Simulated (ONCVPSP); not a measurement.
## u(r) = r·R(r): atom against pseudo-atom (B)

Columns: radius, all-electron u(r) and pseudo u(r) of the 2p shell (level -3.94 eV) of boron in the configuration [He] 2s1.5 2p1.5; LDA (Perdew-Wang 92), scalar-relativistic, ONCV scheme, ONCVPSP 4.0.1.

| r (bohr) | all-electron | pseudo |
| --- | --- | --- |
| 0.130 | 0.0439 | 0.0147 |
| 0.260 | 0.1326 | 0.0574 |
| 0.390 | 0.2313 | 0.1240 |
| 0.520 | 0.3243 | 0.2079 |
| 0.650 | 0.4054 | 0.3011 |
| 0.780 | 0.4728 | 0.3949 |
| 0.910 | 0.5266 | 0.4815 |
| 1.040 | 0.5674 | 0.5549 |
| 1.170 | 0.5966 | 0.6115 |
| 1.300 | 0.6155 | 0.6500 |
| 1.430 | 0.6256 | 0.6706 |
| 1.560 | 0.6284 | 0.6751 |
| 1.690 | 0.6252 | 0.6665 |
| 1.820 | 0.6170 | 0.6485 |
| 1.950 | 0.6050 | 0.6252 |
| 2.080 | 0.5900 | 0.6005 |
| 2.210 | 0.5727 | 0.5768 |
| 2.340 | 0.5537 | 0.5547 |
| 2.470 | 0.5336 | 0.5336 |
| 2.600 | 0.5126 | 0.5126 |
| 2.730 | 0.4912 | 0.4912 |
| 2.860 | 0.4695 | 0.4695 |
| 2.990 | 0.4480 | 0.4480 |
| 3.120 | 0.4266 | 0.4266 |
| 3.250 | 0.4056 | 0.4056 |
| 3.380 | 0.3851 | 0.3851 |

Problem. How many radial nodes do the two functions have?

Solution. The all-electron 2p function has n − l − 1 = 0; the pseudo-wave has 0.

Problem. At about which radius was the pseudo-wave matched?

Solution. 2.60 bohr, where the columns begin to agree (steps of 0.13 bohr).

Problem. Is the pseudo-wave norm-conserving?

Solution. Yes: the ONCV scheme keeps the norm inside the radius equal to the all-electron one, which fixes the energy derivative of the logarithmic derivative at the level.
